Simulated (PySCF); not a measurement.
Compound: C₃H₈N₂O₂Si₂.
Structure used (GFN2-xTB), in Å, numbered top down from 1:
```xyz
17
C3H8N2O2Si2 angstrom
N     -3.4589   -2.4250    0.4837
C     -2.5650   -1.7105    0.5449
Si    -1.2013   -0.4217    0.6632
Si    -1.9797    1.4333   -0.4648
O     -0.0981   -1.3404   -0.1433
C      1.2112   -1.0540   -0.4338
C      1.6630    0.2433    0.2132
N      2.9553    0.5630    0.0426
O      0.8837    0.9346    0.8344
H     -0.9493   -0.3878    2.1090
H     -3.2894    1.8354    0.0535
H     -2.1595    1.1876   -1.9061
H     -1.1012    2.6042   -0.3863
H      1.8491   -1.8758   -0.0784
H      1.3394   -0.9640   -1.5230
H      3.3058    1.4150    0.4507
H      3.5880   -0.0251   -0.4694
```

Computed at PBE0/pcSseg-1 (PySCF, non-relativistic), with Q(14N) = 0.02044 b, Q(17O) = −0.0256 b: N1, 14N (I = 1): χzz = -5.476 MHz, η = 0.032; O5, 17O (I = 5/2): χzz = -10.77 MHz, η = 0.431; N8, 14N (I = 1): χzz = -4.548 MHz, η = 0.043; O9, 17O (I = 5/2): χzz = 7.954 MHz, η = 0.176.

Problem. Find the zero-field quadrupole resonance frequencies of 14N at N1.

Solution. From ν± = (3/4)|χ|(1 ± η/3) and ν0 = |χ|η/2: ν+ 4.151 MHz, ν− 4.063 MHz, ν0 0.088 MHz (cyano nitrogen).

Problem. Where would the pure quadrupole (NQR) lines of 17O at O5 fall for the rigid, isolated species?

Solution. From the eigenvalues of H = χ/[4I(2I − 1)] × [3Iz² − I(I + 1) + η(Ix² − Iy²)], steps between neighbouring levels, labelled as for η = 0: ±1/2↔±3/2 1.914 MHz, ±3/2↔±5/2 3.125 MHz (silyl ether oxygen).

Problem. Find the zero-field quadrupole resonance frequencies of 14N at N8.

Solution. From ν± = (3/4)|χ|(1 ± η/3) and ν0 = |χ|η/2: ν+ 3.459 MHz, ν− 3.362 MHz, ν0 0.098 MHz (amide nitrogen).

Problem. Where would the pure quadrupole (NQR) lines of 17O at O9 fall for the rigid, isolated species?

Solution. From the eigenvalues of H = χ/[4I(2I − 1)] × [3Iz² − I(I + 1) + η(Ix² − Iy²)], steps between neighbouring levels, labelled as for η = 0: ±1/2↔±3/2 1.233 MHz, ±3/2↔±5/2 2.371 MHz (amide oxygen).

In a crystal, neighbours and librations shift these lines. GFN2-xTB frequencies show an imaginary mode (53i cm⁻¹), so this geometry is no minimum at that level. GFN2-xTB bond lengths can be off by several hundredths of an ångström, more for odd bonds, and the gradients follow them. The basis is small and wasn't made for field gradients, so the couplings can be 20 % off.

These values come from a run that also computed NMR shieldings. The run took 42 s of wall time on one thread, Arm Neoverse V1 (aarch64), shared host with 32 logical CPUs at a one-minute load of 21, and the process peaked at 0.93 GiB of memory.

One conformer stands for the species.
